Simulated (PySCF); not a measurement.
# Correlation energy of Ba³⁰⁺ (barium, charge +30)

[Ar] 3d8, high-spin 3F determinant. Calculation: PySCF 2.14, in an uncontracted even-tempered set (17 s from 4.4 bohr⁻², ratio 2.5; 11 p from 5.7 bohr⁻², ratio 2.5; 8 d from 5.7 bohr⁻², ratio 2.5; 4 f from 25 bohr⁻², ratio 2.7; 3 g from 38 bohr⁻², ratio 2.7); no relativity, point nucleus. Frozen: [Ne]; 16 electrons correlated; the 32 highest virtual orbitals of each spin left out.

MP2 pair energies summed by pair of shells (mhartree):

```json
{"pair": "3d-3d", "energy": "-249.13", "share (%)": "39.1"}
{"pair": "3p-3d", "energy": "-237.70", "share (%)": "37.3"}
{"pair": "3p-3p", "energy": "-65.36", "share (%)": "10.3"}
{"pair": "3s-3d", "energy": "-45.74", "share (%)": "7.2"}
{"pair": "3s-3p", "energy": "-34.51", "share (%)": "5.4"}
{"pair": "3s-3s", "energy": "-5.04", "share (%)": "0.8"}
```

Total MP2 correlation energy: -637.48 mhartree.

At this charge a non-relativistic calculation is a model, useful for the Z dependence of the correlation energy.

Spin-orbit coupling is strong in this species, so the high-spin LS determinant is a model state.
